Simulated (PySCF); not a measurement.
CHO₂, SMILES O=C[O-], charge -1.

Geometry optimised at PBE0-D3(BJ)/def2-TZVPD.

These are SMD-PBE0/def2-SVPD (PySCF) values and carry that method's errors.

Solvation free energies are E(SMD) − E(gas) at the gas-phase geometry, for 1 M in both phases.

| solvent | ΔG(solv) (kcal/mol) | its non-electrostatic (CDS) part |
|---|---|---|
| water | [?] | [?] |
| benzene | -33.4 | -0.8 |
| 2-propanol | -64.1 | 3.2 |

Task: Complete the blanks. (Estimate from the structure and the level; the computed values follow.)

Result: 
- water, ΔG(solv) (kcal/mol): -69.5
- water, its non-electrostatic (CDS) part: 4.2
